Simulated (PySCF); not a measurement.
Computed shifts of a molecule CH4ClNOSi2, KT2/pcSseg-1 (PySCF), GIAO, gas phase, atoms alike by connectivity averaged where their shifts nearly agree, in ppm (number of nuclei): ²⁹Si: 4.0 (1), 2.6 (1). ¹⁵N: 549.3 (1). ¹³C: 201.1 (1). ¹H: 10.38 (1), 6.16 (2), 3.20 (1). References: ¹⁷O against H2O (σ = 330.4 ppm); ²⁹Si against TMS (σ = 361.9 ppm); ³⁵Cl against HCl (σ = 945.4 ppm); ¹⁵N against NH3 (σ = 266.2 ppm); ¹³C against TMS (σ = 185.1 ppm); ¹H against TMS (σ = 31.47 ppm), references at their B3LYP-D3(BJ)/def2-TZVP geometries, non-relativistic (without spin–orbit terms, shifts of atoms bonded to Cl or Br come out too high). The structure is a stationary point at TPSSh-D3(BJ)/def2-SVP. One conformer was computed; it need not be the lowest.

**Question.** Identify the compound among the candidates.
A) Cl[SiH2]C1=N[SiH2]O1
B) O[Si@@]1(Cl)N=C[SiH2]1
C) Cl[Si@H]1OC=N[SiH2]1
D) Cl[Si@H]1N=CO[SiH2]1

**Answer.** B, O[Si@@]1(Cl)N=C[SiH2]1
